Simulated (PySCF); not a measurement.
Compound: Nb(NMe)Me3, C₄H₁₂NNb (singlet state).
Cartesian coordinates in Å at the PBE0-D3(BJ)/def2-SVP level; atoms count from 1:
```
atom  x, y, z in Å
Nb1   -0.003    0.005   -0.430
N2     0.002   -0.008    1.310
C3     0.005   -0.017    2.725
H4     0.641    0.790    3.130
H5    -1.013    0.126    3.130
H6     0.390   -0.974    3.120
C7     2.079    0.004   -0.995
H8     2.159   -0.085   -2.097
H9     2.653   -0.820   -0.539
H10    2.564    0.950   -0.695
C11   -1.045    1.815   -0.974
H12   -0.965    1.969   -2.068
H13   -0.662    2.716   -0.468
H14   -2.117    1.726   -0.722
C15   -1.049   -1.796   -1.000
H16   -2.040   -1.888   -0.526
H17   -0.466   -2.692   -0.724
H18   -1.190   -1.804   -2.099
```

The calculation used PySCF, TDDFT PBE0/def2-SVPD, vertical, gas phase, core orbitals frozen in the response, def2 core potentials past Kr. Spin–orbit coupling is left out.

```json
{"state": "S1", "E (eV)": "4.27", "E (hartree)": "0.1570", "f": "0.0000", "|μ| (D)": "0.01", "main configurations (H = HOMO, L = LUMO)": "H-1/H→L/L+1 (≥94%)"}
{"state": "S2", "E (eV)": "4.48", "E (hartree)": "0.1645", "f": "0.0006", "|μ| (D)": "0.18", "main configurations (H = HOMO, L = LUMO)": "H-1/H→L/L+1 (≥93%)"}
{"state": "S3", "E (eV)": "4.48", "E (hartree)": "0.1646", "f": "0.0006", "|μ| (D)": "0.18", "main configurations (H = HOMO, L = LUMO)": "H-1/H→L/L+1 (≥93%)"}
{"state": "S4", "E (eV)": "4.90", "E (hartree)": "0.1802", "f": "0.013", "|μ| (D)": "0.82", "main configurations (H = HOMO, L = LUMO)": "H-1/H→L/L+1 (≥83%)"}
{"state": "S5", "E (eV)": "4.92", "E (hartree)": "0.1806", "f": "0.0004", "|μ| (D)": "0.15", "main configurations (H = HOMO, L = LUMO)": "H-3/H-2→L/L+1 (≥94%)"}
{"state": "S6", "E (eV)": "5.13", "E (hartree)": "0.1886", "f": "0.014", "|μ| (D)": "0.84", "main configurations (H = HOMO, L = LUMO)": "H-3/H-2→L/L+1 (≥95%)"}
{"state": "S7", "E (eV)": "5.13", "E (hartree)": "0.1886", "f": "0.014", "|μ| (D)": "0.84", "main configurations (H = HOMO, L = LUMO)": "H-3/H-2→L/L+1 (≥95%)"}
{"state": "S8", "E (eV)": "5.38", "E (hartree)": "0.1978", "f": "0.052", "|μ| (D)": "1.59", "main configurations (H = HOMO, L = LUMO)": "H-3/H-2→L/L+1 (≥93%)"}
{"state": "S9", "E (eV)": "5.60", "E (hartree)": "0.2058", "f": "0.041", "|μ| (D)": "1.39", "main configurations (H = HOMO, L = LUMO)": "H-4→L/L+1 (≥94%)"}
{"state": "S10", "E (eV)": "5.60", "E (hartree)": "0.2060", "f": "0.041", "|μ| (D)": "1.38", "main configurations (H = HOMO, L = LUMO)": "H-4→L/L+1 (≥94%)"}
```

Triplets (Tamm–Dancoff): T1 3.73 eV, H-1/H→L/L+1 (≥86%); T2 3.97 eV, H-1/H→L/L+1 (≥83%); T3 3.97 eV, H-1/H→L/L+1 (≥84%).

The lowest singlet lies at 4.27 eV (290 nm, ultraviolet) and is dark (f under 0.0005); its leading configuration is HOMO-1/HOMO→LUMO/LUMO+1 (≥94%). The strongest level in the table is S9/S10 at 5.60 eV (221 nm, f = 0.082 summed). It is the last of those listed, so stronger ones may follow. S2/S3, S6/S7 and S9/S10 lie within about 0.01 eV of each other in each set. For S1 the Löwdin share of niobium is 22% in HOMO-1 and 62% in LUMO. The listed states span 1.33 eV, and the widest gap between neighbours is 0.42 eV (S3 to S4). Orbital energies (eV): HOMO-3 -7.91, HOMO-2 -7.90, HOMO-1 -7.10, HOMO -7.09, LUMO -1.00, LUMO+1 -0.99, LUMO+2 -0.04. No computed singlet lies in the visible range (380 to 750 nm); the lowest, at 290 nm, stands 1.01 eV above its violet end (3.26 eV). Orbitals of the list HOMO-3 to LUMO+2 that lie within 0.01 eV of each other are written together with a slash and their weights summed (≥ marks a lower bound); for degenerate orbitals outside that list single weights are arbitrary. The window holds the lowest 10 singlets.

Hardware: one thread, Arm Neoverse V1 (aarch64), on a shared host. Cost: 1.7 min wall (with the writing of density and orbital grids), 0.96 GiB resident at most.
